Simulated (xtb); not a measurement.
C₃H₅ClGe, SMILES ClC=C=[CH][GeH3]. All values are semi-empirical tight-binding results from xtb (GFN2-xTB unless named), good for trends rather than for accurate numbers. Geometry optimised at GFN2-xTB. The structure was generated by enumeration; whether it is a known compound was not checked.

For metal compounds this method's bond lengths and energies can be far off.

Computed properties:
orbital gap: 3.93 eV
zero-point energy: 36.2 kcal/mol
G − E(el) at 298.15 K (modified RRHO): 15.4 kcal/mol
